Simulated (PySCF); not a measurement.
**Si2H4NF3**

The system: Si2H4NF3, a small molecule; neutral, singlet. The structure, one conformer, was relaxed in the gas phase by PBE0-D3(BJ)/def2-SVP. No frequency run checks that it is a minimum.

SMILES: F[Si](F)(F)N[SiH3]

```tsv
atom	x (Å)	y (Å)	z (Å)
Si1	-1.381	-0.167	0.504
N2	0.226	-0.570	0.183
Si3	1.440	0.398	-0.636
F4	-2.321	-0.160	-0.793
F5	-1.517	1.299	1.129
F6	-1.997	-1.230	1.530
H7	0.504	-1.495	0.501
H8	1.982	-0.330	-1.820
H9	2.572	0.724	0.280
H10	0.755	1.648	-1.065
```

Shieldings: GIAO PBE0/pcSseg-2. Shifts are against computed references at the same level: H TMS (σ 31.24 ppm), Si TMS (σ 341.3 ppm). Core levels by delta-SCF with SCAN, pcX-2 on the ionised atom and pcseg-1 elsewhere, spin-free X2C (2p3/2 is the spin-free 2p value less a third of a first-order spin-orbit splitting); from the vacuum level, for chosen atoms.

Question: Give the shieldings and core levels atom by atom.

Answer: 
```csv
atoms,bonded to,σ (ppm),δ (ppm),core level (eV)
Si1,3 F + 1 N,421.6,-80.3,2p3/2 110.24
N2,2 Si + 1 H,249.5,-,1s 405.45
Si3,1 N + 3 H,394.5,-53.2,-
F4,1 Si,326.0,-,1s 693.25
F5,1 Si,330.3,-,1s 693.32
F6,1 Si,331.7,-,1s 693.42
H7,1 N,30.51,0.74,-
H8 H9 H10,1 Si,26.46,4.78,-
```

Values are those of this one static structure, with the three H of a rotating XH3 group averaged; atoms that internal rotation interchanges would show their mean in an NMR spectrum.

Question: By CAM-B3LYP/def2-SVPD (TDDFT singlets, Tamm-Dancoff triplets, ionisation by delta-SCF), where does absorption start, and what does vertical ionisation take?

Answer: The lowest singlet lies at 6.92 eV (f 0.007), the strongest of the first 6 at 8.71 eV (f 0.080), the lowest triplet at 6.53 eV; vertical ionisation takes 10.93 eV.
